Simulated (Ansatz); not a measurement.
`F[SiH2][SeH]` + PH₃ → `P[SiH2][SeH]` + H–F  (ligand exchange at the Si–F bond)

Calculated with Ansatz (gas phase, PBE0-D4/def2-TZVP geometries, no zero-point term in ΔE). CBS: MP2 limit from def2 TZ/QZ plus the TZ coupled-cluster correction, frozen cores. This one scheme is used for every species. Functionals use def2-TZVPP. B3LYP here is the variant with VWN-RPA as its local correlation; programs differ in this. HSE06 is defined as in plane-wave codes. For Se outer-core shells are correlated without core-valence functions, which leaves a few kJ/mol of doubt a bond. Scalar relativity is left out up to krypton. Each species was taken in one conformer, which may not be the lowest.

Question: Is it downhill or uphill in electronic energy at CCSD(T)/CBS, and by how much? (Best estimate.)

Answer: Computed: Uphill: ΔE = +26.2 kcal/mol.

Question: What do these levels give: LDA (SPW92), B97M-V, r2SCANh-D4, ωB97X-V, B3LYP, HSE06, BHLYP, HF/def2-SVP, MP2/def2-SVP, MP2/def2-TZVPP, SCS-MP2/def2-QZVPP, CCSD/CBS(def2)? (Best estimate.)

Answer: Ansatz gave: LDA (SPW92) 24.1, B97M-V 28.1, r2SCANh-D4 26.8, ωB97X-V 27.8, B3LYP 30.1, HSE06 24.7, BHLYP 31.4, HF/def2-SVP 31.1, MP2/def2-SVP 27.0, MP2/def2-TZVPP 26.5, SCS-MP2/def2-QZVPP 28.3, CCSD/CBS(def2) 27.3 kcal/mol.

Largest T1 diagnostic among the species: 0.013.

Leaving LDA and LC-ωPBE aside and taking each functional with its dispersion term where it has one, the values, not all of them listed here, spread over 7.9 kcal/mol, from revPBE-D4 to CAM-B3LYP-D4. At CCSD(T), def2-SVP lies +1.1 kcal/mol from the extrapolated value and def2-TZVPP +0.9 kcal/mol. From BLYP to BHLYP (50 % exact exchange), in def2-TZVPP and without D4, ΔE moves by +1.2 kcal/mol.
